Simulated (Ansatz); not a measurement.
Gas-phase electronic energies from Ansatz, PBE0-D4/def2-TZVP geometries. CBS: MP2 limit from def2 TZ/QZ plus the TZ coupled-cluster correction, frozen cores. This one scheme is used for every species. For Sc outer-core shells are correlated without core-valence functions, which leaves a few kJ/mol of doubt a bond. Scalar relativity is left out up to krypton.

Consider the formal exchange of groups at the Sc–F bond: `[F][Sc]([F])[F]` + CH₄ → `[CH3][Sc]([F])[F]` + H–F.

| species | SCS-MP2/def2-QZVPP energy (Eh) |
| --- | --- |
| `[F][Sc]([F])[F]` | -1059.64776 |
| CH₄ | -40.43589 |
| `[CH3][Sc]([F])[F]` | -999.62577 |
| H–F | -100.36288 |

Q: Work out ΔE.

A: ΔE = (-999.62577) + (-100.36288) − (-1059.64776) − (-40.43589) = 0.09500 Eh = +59.6 kcal/mol. CCSD(T)/CBS gives +57.3 kcal/mol.

Largest T1 diagnostic among the species: 0.017.

In def2-TZVPP, CCSD(T) changes the Hartree–Fock value by −3.1 kcal/mol (the triples alone add −0.0 kcal/mol) and MP2 by −2.5 kcal/mol. Leaving LDA and LC-ωPBE aside and taking each functional with its dispersion term where it has one, the values, not all of them listed here, spread over 3.7 kcal/mol, from HSE06-D4 to B97M-V. LDA lies −1.2 kcal/mol from PBE without D4. At CCSD(T), def2-SVP lies +8.3 kcal/mol from the extrapolated value and def2-TZVPP +1.8 kcal/mol.
